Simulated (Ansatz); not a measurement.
Reaction (SMILES): B(=O)F [fluoro(oxo)borane] → O=BF as doublet, charge +1 + e-

Wanted: adiabatic ionisation energy (0 K, with zero-point energies), in eV. Terms: dispersion terms only where a functional's name holds one; LANL2DZ all-electron up to Ne; 6-31G* and kin with 6d, 5d where marked; 6-311+G** with 5d; no spin-orbit coupling; UHF or UKS for open shells; non-relativistic. Ab initio and DFT rows: single points at B3LYP-D3(BJ) geometries (Ansatz, a program for electronic structure), with unscaled harmonic terms from B3LYP/6-31G* at its own minima. The spin state of an ion or metal species was assumed, not searched.

| level | program | adiabatic ionisation energy (0 K, with zero-point energies) (eV) |
|---|---|---|
| B3LYP/STO-3G | Ansatz | 10.00 |
| B3LYP/3-21G | Ansatz | 12.74 |
| B3LYP/LANL2DZ | Ansatz | 13.37 |
| B3LYP/6-31G | Ansatz | 13.14 |
| B3LYP/6-31G* | Ansatz | 12.78 |
| B3LYP/6-31+G* | Ansatz | 13.10 |
| B3LYP/def2-SVP | Ansatz | 12.96 |
| B3LYP/cc-pVDZ | Ansatz | 12.90 |
| B3LYP/6-311+G** | Ansatz | 13.14 |
| B3LYP/def2-TZVPD | Ansatz | 13.04 |

No value to compare with is used here. The 9 habitual levels span 10.00 (B3LYP/STO-3G) to 13.37 eV (B3LYP/LANL2DZ); B3LYP/def2-TZVPD gives 13.04.

The sets are all those run for this method; runs whose electronic state is in doubt are left out.
